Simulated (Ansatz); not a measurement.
Input file for C2H5BOSi:

```yaml
crystal:
  periodic: [false, false, false]
  atoms:
    - {symbol: O, position_ang: [-0.019060, -0.355146, 2.794492]}
    - {symbol: C, position_ang: [0.162085, -0.554380, 1.683991]}
    - {symbol: B, position_ang: [0.432320, -0.772137, 0.256313]}
    - {symbol: C, position_ang: [-0.718423, -0.429561, -0.835952]}
    - {symbol: Si, position_ang: [0.250886, 1.094902, -0.489584]}
    - {symbol: H, position_ang: [1.435073, -1.382484, 0.034159]}
    - {symbol: H, position_ang: [-0.573888, -0.940024, -1.782282]}
    - {symbol: H, position_ang: [-1.755403, -0.438988, -0.514038]}
    - {symbol: H, position_ang: [-0.416236, 2.160694, 0.289006]}
    - {symbol: H, position_ang: [1.285847, 1.566026, -1.433206]}
basis:
  gaussian: {orbitals: def2-TZVPP}
correlation: {method: ccsd_t}
output: {orbitals: {seedname: orbitals}}
```

```sh
$ ansatz run in.yaml --threads 2 --pin off --events-out ev --progress --plain --max-ram 4352MiB
```

The program prints (abridged):

```
Functional definition: HF
1400 factors; integrals over basis functions are off by at most 1.1e-3 eV
mean field evaluation 1: about -12707.9959 eV, gradient 3.8e1 eV
mean field evaluation 2: about -12708.3002 eV, gradient 3.8e1 eV
mean field evaluation 4: about -12711.9168 eV, gradient 4.9e0 eV
mean field evaluation 8: about -12711.9926 eV, gradient 3.9e-1 eV
mean field -12711.99348424 eV, -467.1571440473 hartree, gradient 1.6e-6 eV, S^2 0.000000; 0 other end points of the search recorded, 0 dependent functions left out
9 core orbitals not correlated: weight in the atoms' cores, before any rotation towards them, 1.000 or more for the frozen orbitals, at most 0.000 for the correlated occupied ones
reference -12711.99348424 eV, -467.1571440473 hartree; 13, 13 occupied and 214, 214 virtual orbitals, 1400 factors
second order -21.33806215 eV of doubles, -0.00000000 eV of singles
cycle   1  -21.33912526 eV  change   -1.1e-3 eV  update   1.3e-1
cycle   2  -21.97030855 eV  change   -6.3e-1 eV  update   4.4e-2
cycle   3  -22.14165718 eV  change   -1.7e-1 eV  update   2.1e-2
cycle   4  -22.12795341 eV  change    1.4e-2 eV  update   5.0e-3
cycle   5  -22.12618358 eV  change    1.8e-3 eV  update   2.1e-3
cycle   6  -22.12676013 eV  change   -5.8e-4 eV  update   6.9e-4
cycle   7  -22.12638207 eV  change    3.8e-4 eV  update   3.5e-4
cycle   8  -22.12631558 eV  change    6.6e-5 eV  update   1.3e-4
cycle   9  -22.12637281 eV  change   -5.7e-5 eV  update   6.3e-5
cycle  10  -22.12635840 eV  change    1.4e-5 eV  update   2.8e-5
perturbative correction -1.10344382 eV, -0.0405508126 hartree
Total energy: -12735.22328647 eV, -468.0108235334 hartree
```

Run time 9.5 min (2 threads of an Arm Neoverse V2 on a shared host); peak host memory 1.9 GiB.

MP2 recovers 91.9 % of the CCSD(T) correlation energy and the triples give 4.8 %; T1 = 0.0157.
